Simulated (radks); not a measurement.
The numbers below are computed, except where a source is named.
Ionisation of Ce3+, [Xe] 4f1, to Ce4+, [Xe], under several functionals. Scalar-relativistic Kohn-Sham, spin-polarised, spherical densities, point nucleus; open shells are filled with parallel spins first (spin-orbit coupling, left out, can overturn this in heavy ions); a radial shooting solver on a logarithmic mesh with Libxc functionals.

functional                                      E(Ce3+) (hartree)  Exc (hartree)  IE (eV)  -e(HOMO) (eV)  <r> HOMO (bohr)  IE error (eV)
PW91                                                   -8860.2495      -209.7212   38.041         29.065            1.056         +1.135
BLYP                                                   -8859.8766      -209.3319   37.749         28.782            1.058         +0.843
SOGGA                                                  -8855.3468      -204.7872   37.878         28.909            1.056         +0.972
HCTH/407                                               -8864.4543      -214.1542   39.062         30.003            1.039         +2.156
OLYP                                                   -8862.4280      -212.0284   38.361         29.349            1.048         +1.455
LDA (Slater exchange, Perdew-Wang correlation)         -8852.5353      -201.9630   38.289         29.293            1.054         +1.383

NIST Atomic Spectra Database: 36.91 eV (semi-empirical). Closest: BLYP. The Delta-SCF values span 1.31 eV, the total energies 11.92 hartree. The highest occupied level is 4f. Open shells are spherical and high-spin; term and fine-structure splittings are not resolved. Spin-orbit splitting is averaged out at the scalar-relativistic level.
